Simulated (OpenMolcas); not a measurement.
# Computed transition rates of Nb2+

```yaml
Program: OpenMolcas 26.06
Method: "MS-CASPT2, IPEA 0.25 Eh, imaginary shift 0.1 Eh (closed shells correlated: 4s 4p)"
Basis: ANO-RCC-VQZP [8s7p5d3f2g1h]
Scalar_Hamiltonian: DKH2, point nucleus
Active_space: 3 electrons in 6 orbitals (4d 5s)
State_averaging: 2S+1 = 4 even, 20 roots; 2S+1 = 2 even, 70 roots kept (CI in the orbitals of an earlier block)
Spin-orbit_coupling: RASSI with atomic mean-field integrals over the reference wave functions, term energies averaged over their components
```

Rates come from the transition moments of the reference wave functions (E1 and E2 in the length form). At fixed line strength A goes as λ^-3 for E1 and M1 and as λ^-5 for E2, so a rate at the computed wavelength can be rescaled to the measured one. Measured vacuum wavelengths follow from level energies in the list in Shadmi, J. Res. Natl. Bur. Stand. 70A, 435 (1966). Branching counts decays inside the model space alone, at computed energies, and the table is only a selection of the E2 and M1 lines, drawn from those between levels with measured partners whose computed energy lies within a factor of 1.5 of the measured one.

```
               Upper        Lower  Type  λ computed (nm)  λ measured (nm)  A computed (s-1)  A rescaled (s-1)  Branching %
       4d2 5s 4P 1/2   4d3 4F 3/2    E2            283.7            289.7          2.37e+01          2.13e+01         50.2
       4d2 5s 2G 7/2   4d3 2H 9/2    E2            355.2            356.8          1.81e+01          1.77e+01         62.7
       4d2 5s 4P 3/2   4d3 4F 7/2    E2            291.9            297.3          1.60e+01          1.46e+01         37.1
       4d2 5s 2G 9/2  4d3 2H 11/2    E2            359.7            362.2          1.57e+01          1.52e+01         54.3
4d2 5s 2D 3/2 [73 %]   4d3 2G 7/2    E2            369.6            366.3          1.14e+01          1.19e+01         49.3
       4d2 5s 4F 9/2   4d3 4F 9/2    E2            389.8            393.2          1.05e+01          1.01e+01         70.4
       4d2 5s 2G 9/2   4d3 2G 9/2    E2            318.5            321.8          1.01e+01          9.59e+00         34.9
       4d2 5s 4F 3/2   4d3 4F 3/2    E2            390.2            396.5          6.57e+00          6.06e+00         49.4
       4d2 5s 2F 7/2  4d3 2H 11/2    E2            477.2            458.4          6.48e+00          7.92e+00         48.1
       4d2 5s 4F 3/2   4d3 4F 5/2    E2            398.5            404.8          5.70e+00          5.27e+00         42.8
       4d3 2D 5/2(1)   4d3 4F 7/2    M1            822.8            839.1          3.63e-01                           72.4
          4d3 2G 9/2   4d3 4F 9/2    M1             1263             1271          1.98e-01                           67.5
          4d3 2F 5/2   4d3 2G 7/2    E2            928.5            931.2          9.45e-02          9.31e-02         33.3
          4d3 2G 7/2   4d3 4F 5/2    M1             1137             1147          9.40e-02                           50.8
          4d3 2G 9/2   4d3 4F 7/2    M1             1150             1159          9.33e-02                           31.8
          4d3 2G 7/2   4d3 4F 7/2    M1             1232             1241          8.73e-02                           47.2
          4d3 2H 9/2   4d3 2G 9/2    M1             3074             3213          7.47e-02                           49.8
          4d3 2H 9/2   4d3 2G 7/2    M1             2612             2717          5.76e-02                           38.4
         4d3 2H 11/2   4d3 2G 9/2    M1             2780             2891          4.87e-02                           95.7
          4d3 4P 1/2   4d3 4F 3/2    E2             1127             1154          2.26e-02          2.01e-02         67.7
   4d3 4P 3/2 [71 %]   4d3 4F 3/2    M1             1142             1162          1.70e-02                           34.8
          4d3 4P 5/2   4d3 4F 9/2    E2             1271             1306          1.61e-02          1.41e-02         32.8
          4d3 4F 7/2   4d3 4F 5/2    M1            14740            15130          1.35e-02          1.25e-02        100.0
          4d3 4F 9/2   4d3 4F 7/2    M1            12830            13120          1.27e-02          1.19e-02        100.0
          4d3 4F 5/2   4d3 4F 3/2    M1            18790            19390          6.49e-03          5.91e-03        100.0
```

Spin-changing lines and M1 lines between different terms are not rescaled, since their strength hangs on the term gaps too.

The largest correction is for 4d2 5s 2F 7/2 → 4d3 2H 11/2 (E2): 6.48e+00 × (477.2 / 458.4)^5 = 7.92e+00 s-1, a factor of 1.22.

The computed rate and branching of 4d3 4F 5/2 → 4d3 4F 3/2 give the upper level a radiative lifetime of 1.000 / 6.49e-03 s-1 = 1.54e+02 s, counting decays inside the model space alone. The rescaled rate gives about 1.7e+02 s.

The computed order of these levels differs from the measured one in 1 place, and where term gaps are wrong the rates of spin-changing lines can be off by large factors.

These are rates of the free ion; in crystals, glasses and complexes forced electric-dipole and non-radiative decay shorten such lifetimes by orders of magnitude. No measured rate stands beside these. Rescaling mends the energy factor alone: line strengths can still be far off where a level mixes with configurations outside the active space, and weak or spin-changing lines hang on small mixing coefficients that depend on the term gaps too, so rescaling need not improve them.

CASPT2 breaks the degeneracy within a term, and the mean is taken; among the terms shown or strongly mixed into the levels shown the widest spread is 1000 cm-1 (4d2 5s 2F). Some levels mix across a computed gap that differs much from the measured one, so their mixing is not that of the real levels. Terms from blocks run as CI alone lack orbitals of their own. A single d shell beside an s shell can misplace configurations of different d count against each other. The CASPT2 spread within a term exceeds the gap to the next term for 4d3 4P and 4d3 2G, 4d3 2D(1) and 4d3 2H, so the order of their levels is uncertain. Computed and measured levels are paired by configuration, term and J; levels that our copy of the source lacks, or whose pairing is in doubt (as where it misses far off the trend of its configuration), stay unpaired. Only configurations of the active space appear.

A share in square brackets marks a mixed level and gives the weight of the term that names it. A number in round brackets counts repeated terms of one configuration in the order of the reference energies.
